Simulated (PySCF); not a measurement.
# Mayer bond orders and bond lengths

Species: C6H10O2Si2.
Numbering: `[CH3:1][C:2](=[O:3])[Si@@H:4]1[CH:5]=[CH:6][C@@H:7]([CH:8]=[O:9])[SiH2:10]1` (hydrogens: H11, H12, H13 on C1; H14 on Si4; H15 on C5; H16 on C6; H17 on C7; H18 on C8; H19, H20 on Si10)

Geometry (GFN2-xTB, Å), atoms numbered from 1 in this order:
```
atom  x, y, z in Å
C1     3.000   -0.064   -0.051
C2     2.210    1.214    0.037
O3     2.729    2.302   -0.065
Si4    0.298    1.091    0.308
C5    -0.068   -0.437    1.357
C6    -1.013   -1.257    0.904
C7    -1.866   -0.899   -0.264
C8    -2.783    0.192    0.088
O9    -2.434    1.201    0.661
Si10  -0.744    0.103   -1.532
H11    4.049    0.132   -0.260
H12    2.576   -0.695   -0.830
H13    2.907   -0.595    0.893
H14   -0.086    2.407    0.806
H15    0.452   -0.678    2.273
H16   -1.266   -2.182    1.409
H17   -2.391   -1.755   -0.682
H18   -3.825    0.079   -0.259
H19   -1.638    0.808   -2.456
H20   -0.111   -0.955   -2.341
```

Bond orders from the PBE0/pcSseg-1 density (PySCF). Isolated species at its GFN2-xTB geometry (one conformer only).

(1) Where do the orders between heavy atoms depart from those drawn in the SMILES?

(2) Give the Mayer order of every bond, beside its length.

## Answers

(1) The largest departure is 0.227, at C7–Si10 (drawn single, 0.773). Drawn single, order below 0.88: C2–Si4 (0.788), Si4–C5 (0.852) and C7–Si10 (0.773).

(2) 
| bond | drawn as | length (Å) | Mayer order |
| --- | --- | --- | --- |
| C1–C2 | single | 1.506 | 0.977 |
| C2–O3 | double | 1.210 | 1.928 |
| C2–Si4 | single | 1.934 | 0.788 |
| Si4–C5 | single | 1.889 | 0.852 |
| C5–C6 | double | 1.331 | 1.884 |
| C6–C7 | single | 1.489 | 1.016 |
| C7–C8 | single | 1.468 | 0.960 |
| C8–O9 | double | 1.211 | 1.893 |
| C7–Si10 | single | 1.968 | 0.773 |
| Si10–Si4 | single | 2.334 | 0.886 |
| C1–H11 | single | 1.088 | 0.956 |
| C1–H12 | single | 1.088 | 0.940 |
| C1–H13 | single | 1.088 | 0.940 |
| Si4–H14 | single | 1.459 | 0.957 |
| C5–H15 | single | 1.081 | 0.942 |
| C6–H16 | single | 1.084 | 0.966 |
| C7–H17 | single | 1.087 | 0.939 |
| C8–H18 | single | 1.104 | 0.948 |
| Si10–H19 | single | 1.466 | 0.931 |
| Si10–H20 | single | 1.474 | 0.956 |

Bonds between the same two heavy elements. C–C: lowest C7–C8 (0.960, 1.468 Å), highest C5–C6 (1.884, 1.331 Å); in 1 of the 6 pairs the longer bond (by over 0.003 Å) has the higher order (by 0.02 or more). C–O: lowest C8–O9 (1.893, 1.211 Å), highest C2–O3 (1.928, 1.210 Å). C–Si: lowest C7–Si10 (0.773, 1.968 Å), highest Si4–C5 (0.852, 1.889 Å).

Problem. Sum the orders of all bonds at each heavy atom with more than one neighbour and set the sums beside the valence in the SMILES.

Solution. C1 3.813 (drawn 4), C2 3.693 (drawn 4), Si4 3.483 (drawn 4), C5 3.678 (drawn 4), C6 3.866 (drawn 4), C7 3.688 (drawn 4), C8 3.801 (drawn 4), Si10 3.546 (drawn 4). Orders between atoms that aren't bonded are not in these sums.

The Mayer order sums products of elements of PS (density times overlap matrix) between the two atoms' basis functions, so it depends on the basis set.
